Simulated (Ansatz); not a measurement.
# Counterpoise correction, worked out

The pair of K⁺ (SMILES [K+], atom 1) and Al2H4O5 (SMILES O[Al](O)O[Al](O)O, atoms 2–12), both closed shells, in one local arrangement (a lower one may exist), relaxed at PBE0-D4/def2-TZVP:

| atom | x (Å) | y (Å) | z (Å) |
| --- | --- | --- | --- |
| K1 | 1.5866 | -0.8801 | -2.4640 |
| O2 | -0.6186 | 3.1858 | 0.2150 |
| Al3 | -0.1173 | 1.6655 | -0.2386 |
| O4 | 0.7681 | 1.5312 | -1.7091 |
| O5 | -0.3221 | 0.1787 | 0.5004 |
| Al6 | -0.2435 | -1.4655 | 0.7986 |
| O7 | 0.6150 | -2.2987 | -0.4396 |
| O8 | -0.8434 | -2.3744 | 2.0564 |
| H9 | -1.1124 | 3.4772 | 0.9779 |
| H10 | 0.9250 | 2.3469 | -2.1912 |
| H11 | 0.7013 | -3.2496 | -0.3362 |
| H12 | -1.3388 | -2.1169 | 2.8304 |

Program: Ansatz 0.2.0. Basis: def2-TZVPPD. Cores are frozen in the correlated methods. The outer core shell of Li, Na, Mg and K is correlated. The def2 sets are not built for correlating such inner shells, so the correlated values are less sure here.

MP2 total energies in eV:

| system | geometry | basis functions | energy |
| --- | --- | --- | --- |
| pair | pair | all | -39772.77488 |
| K⁺ | as in the pair | all (partner as ghosts) | -16303.96399 |
| Al2H4O5 | as in the pair | all (partner as ghosts) | -23467.23393 |
| K⁺ | as in the pair | its own | -16303.88668 |
| Al2H4O5 | as in the pair | its own | -23467.22058 |
| K⁺ | free (PBE0-D4 minimum) | its own | -16303.88668 |
| Al2H4O5 | free (PBE0-D4 minimum) | its own | -23467.37740 |

Q: Work out the interaction energy with and without the counterpoise correction, the superposition error, and the binding energy from the relaxed fragments.

A: Without correction: -39772.77488 − (-16303.88668) − (-23467.22058) = -1.66762 eV.
With correction (each fragment in the whole basis): -39772.77488 − (-16303.96399) − (-23467.23393) = -1.57696 eV = -36.37 kcal/mol.
The superposition error is the difference, 0.09066 eV, 5 % of the uncorrected value: each fragment borrows its partner's functions.
Deformation from the free shapes: 0.00000 eV for K⁺ and 0.15682 eV for Al2H4O5.
Binding energy from relaxed fragments: -1.57696 + 0.00000 + 0.15682 = -1.42014 eV = -32.75 kcal/mol (electronic, without zero-point energy; negative means bound). For comparison, the corrected interaction energy by CCSD(T) at an estimated basis limit (MP2 extrapolated from triple and quadruple zeta, plus CCSD(T) − MP2 in triple zeta) is -1.657 eV.

No T1 diagnostic of these runs exceeds 0.014.

For scale, one of the runs: CCSD(T)/def2-TZVPPD, 400 basis functions, launched by `ansatz run in.yaml --threads 2 --pin off --events-out ev --progress --plain --max-ram 32768MiB --backend cuda --devices 0, --max-vram 18GiB`. The run took 15 s on 2 CPU threads and a share of one NVIDIA H100 (shared host), with 1.9 GiB of host memory at its peak.
